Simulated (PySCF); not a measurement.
## Ions at one geometry of YCl3(H2O)

PySCF 2.14.0, RKS PBE0, Y def2-SVP with ECP28, Cl def2-SVP, O def2-SVP, H def2-SVP; non-relativistic Hamiltonian with scalar-relativistic core potentials where named; density fitting; no spin-orbit coupling; singlets restricted, open shells unrestricted. The geometry is relaxed for charge 0, singlet, vacuum:

```xyz
7

Y    -0.0032   -0.0316    0.0522
Cl    1.0835    1.9003    1.1255
Cl   -1.4689   -1.4266    1.4439
Cl    1.0374   -1.0581   -1.9380
O    -1.2631    1.2619   -1.4363
H    -1.4544    2.2047   -1.3430
H    -1.0663    1.0946   -2.3697
```

Energies count from the relaxed state; an electron taken off or put on is at rest in vacuum. Charges and spins are Mulliken's.

```csv
state,energy (eV),spin squared,charge on Y1 (e),spin on Y1 (e),dipole about the centre of mass (D)
"charge 0, singlet, vacuum",0.00,0.00,0.76,0.00,5.66
"charge -1, doublet, vacuum",-0.10,0.75,0.01,0.92,2.44
```

Q: What does the state charge +1, doublet, vacuum give?

A: energy (eV) 10.45, spin squared 0.76, charge on Y1 (e) 0.95, spin on Y1 (e) -0.10, dipole about the centre of mass (D) 4.45.

With an electron taken off (doublet) the charges change, summed by element, by Y +0.19 e, Cl +0.78 e, O -0.00 e, H +0.04 e. The vertical ionisation energy is 10.45 eV, against −ε(HOMO) = 8.50 eV of the relaxed state. The level lies 2.0 eV too high, as is usual for semilocal functionals and global hybrids, which keep a self-interaction error.

With an electron put on (doublet) the charges change, summed by element, by Y -0.76 e, Cl -0.14 e, O +0.08 e, H -0.18 e. The vertical electron affinity is 0.10 eV, against −ε(LUMO) = 1.49 eV of the relaxed state. The basis has no diffuse functions, which an added electron needs. The added electron's level lies above zero.

Open shells may have lower solutions than those found.
